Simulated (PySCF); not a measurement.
Numbering as in the mapped SMILES `[CH3:1][SiH2:2][C:3]([CH3:4])=[O:5]`; H(Xn) means a hydrogen on atom n.

Geometry: GFN2-xTB; GIAO shifts from PySCF 2.14, gas phase, non-relativistic, averaged over equivalent atoms.

At PW91/6-31G* (90 basis functions, roughly 40 core-seconds):
| atoms | δ (ppm) |
| --- | --- |
| C3 | 222.1 |
| C4 | 39.4 |
| C1 | -8.8 |
| Si2 | -50.4 |
| O5 | 738.3 |
| H(Si2) | 4.54 |
| H(C4) | 2.29 |
| H(C1) | 0.13 |

Shifts are taken against calculated references (same method and geometry level): ¹³C (σ = 191.68 ppm), ²⁹Si (σ = 402.44 ppm), ¹H (σ = 32.32 ppm) against TMS; H2O for ¹⁷O (σ = 321.80 ppm).

**Question.** What do these become at wB97X-D/aug-cc-pVDZ?

**Answer.** 
```
 atoms  δ at wB97X-D/aug-cc-pVDZ  change
    C3                     239.3   +17.2
    C4                      39.7    +0.3
    C1                      -9.6    -0.8
   Si2                     -59.2    -8.8
    O5                     756.4   +18.1
H(Si2)                      4.50   -0.04
 H(C4)                      2.54   +0.25
 H(C1)                      0.21   +0.08
```

Scale: ¹³C (197.81 ppm) and ²⁹Si (417.45 ppm) and ¹H (31.99 ppm) against TMS; ¹⁷O (337.07 ppm) against H2O (reference shieldings calculated alike).

The largest change is at O5 (carbonyl oxygen). Cost: 191 basis functions, roughly 60 core-seconds. The order of the carbon signals is the same at both levels.

Unscaled 17O shifts of doubly bonded oxygen tend to come out too high, by tens of ppm or more. Experimental scales use liquid or dissolved standards, which lie at an offset from isolated H2O (liquid H2O: subtract about 36 ppm).
